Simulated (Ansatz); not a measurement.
A run on Cl₃H₂HfN (`[NH2][Hf]([Cl])([Cl])[Cl]`) with other settings.

```yaml
crystal:
  periodic: [false, false, false]
  atoms:
    - {symbol: N, position_ang: [-0.549239, 0.674424, 0.820131]}
    - {symbol: Hf, position_ang: [0.031569, -0.530333, -0.477027]}
    - {symbol: Cl, position_ang: [1.815688, -1.484924, 0.649893]}
    - {symbol: Cl, position_ang: [-1.319694, -1.683073, -1.443075]}
    - {symbol: Cl, position_ang: [1.348454, 0.904742, -2.019310]}
    - {symbol: H, position_ang: [-1.505790, 1.081656, 0.786309]}
    - {symbol: H, position_ang: [-0.269329, 1.122326, 2.112019]}
basis:
  gaussian: {orbitals: def2-mTZVPP, fitting: {mean_field: def2-universal-jkfit}}
hamiltonian: {xc: {name: B3LYP5}}
output: {forces: true}
```

```sh
$ ansatz run in.yaml --threads 4 --pin off --events-out ev --progress --plain --max-ram 10444MiB
```

Output, abridged:

```
Functional definition: B3LYP5
724 factors; integrals over basis functions are off by at most 4.0e-1 eV
mean field evaluation 1: about -40387.0982 eV, gradient 7.0e1 eV
mean field evaluation 2: about -40358.2066 eV, gradient 1.2e2 eV
mean field evaluation 4: about -40396.7702 eV, gradient 6.6e0 eV
mean field evaluation 8: about -40396.8772 eV, gradient 1.8e-1 eV
mean field evaluation 16: about -40396.8772 eV, gradient 5.2e-5 eV
mean field -40396.87724612 eV, -1484.5578568082 hartree, gradient 5.2e-5 eV, S^2 0.000000; 0 other end points of the search recorded, 0 dependent functions left out
reference -40396.87751584 eV, -1484.5578667200 hartree; 36, 36 occupied and 115, 115 virtual orbitals, 724 factors
Total energy: -40396.87751584 eV, -1484.5578667200 hartree
Atom 0 at    -0.549239     0.674424     0.820131 Å, force    -2.350889     5.035321     8.261682 eV/Å
Atom 1 at     0.031569    -0.530333    -0.477027 Å, force    10.219303     4.850025     1.450405 eV/Å
Atom 2 at     1.815688    -1.484924     0.649893 Å, force     0.583082    -0.923621     0.464266 eV/Å
Atom 3 at    -1.319694    -1.683073    -1.443075 Å, force    -7.620250    -6.231091    -5.067173 eV/Å
Atom 4 at     1.348454     0.904742    -2.019310 Å, force    -0.706611    -0.506431     0.255635 eV/Å
Atom 5 at    -1.505790     1.081656     0.786309 Å, force     0.562880    -0.244744    -0.131171 eV/Å
Atom 6 at    -0.269329     1.122326     2.112019 Å, force    -0.687515    -1.979460    -5.233645 eV/Å
Dipole moment:    -0.859820     0.011892     0.551697 e Å
```

It took 2 s on 4 threads of an Arm Neoverse V1 on a shared host, with 0.47 GiB of host memory at the peak.
